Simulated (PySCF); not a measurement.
C₃H₄N₂O. Atoms are numbered in the order given.

```xyz
10

C      0.0000    -1.1524    -0.6303
N      0.0000    -1.2318     0.6215
C      0.0000     0.0000     1.3813
N      0.0000     1.2318     0.6215
C      0.0000     1.1524    -0.6303
O      0.0000     0.0000    -1.3701
H      0.0000    -2.0326    -1.2838
H      0.8780     0.0000     2.0514
H     -0.8780     0.0000     2.0514
H      0.0000     2.0326    -1.2838
```

Geometry optimised at PBE0-D3(BJ)/def2-SVP. The values are those of a single conformer.

Method: ωB97X/def2-TZVP in PySCF.

ESP charges are fitted to the potential on shells at 1.4 to 2.0 van der Waals radii. Atomic charges (e):

```
atom  ESP fit  Mulliken    IAO
----  -------  --------  -----
C1       0.74      0.14   0.22
N2      -0.98     -0.30  -0.34
C3       1.21      0.02  -0.05
N4      -0.98     -0.30  -0.34
C5       0.74      0.14   0.22
O6      -0.60     -0.27  -0.35
H7       0.04      0.16   0.17
H8      -0.12      0.13   0.16
H9      -0.12      0.13   0.16
H10      0.04      0.16   0.17
```

Give the Mayer and Wiberg (Löwdin basis) orders of the bonds. (Estimate from the structure and the level; the computed values follow.)


| bond | Mayer | Wiberg |
|---|---|---|
| C1–N2 | 2.00 | 2.35 |
| N2–C3 | 0.96 | 1.34 |
| C3–N4 | 0.96 | 1.34 |
| N4–C5 | 2.00 | 2.35 |
| C1–O6 | 1.02 | 1.55 |
| C5–O6 | 1.02 | 1.55 |
| C1–H7 | 0.95 | 0.87 |
| C3–H8 | 0.97 | 0.87 |
| C3–H9 | 0.97 | 0.87 |
| C5–H10 | 0.95 | 0.87 |
